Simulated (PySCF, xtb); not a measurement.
germylsulfanylgermane (Ge2H6S), SMILES [GeH3][S][GeH3].

GFN2-xTB (xtb 6.7.1) at its own geometry gives an orbital gap of 5.31 eV and a dipole moment of 1.99 D.

Coordinates come from a B3LYP-D3(BJ)/def2-SVP optimisation.

Problem. What does PBE0/def2-TZVP (PySCF) give? (Estimate from the structure and the level; the computed values follow.)

Solution. gap 6.91 eV (levels -7.19 and -0.28 eV), dipole 1.30 D.
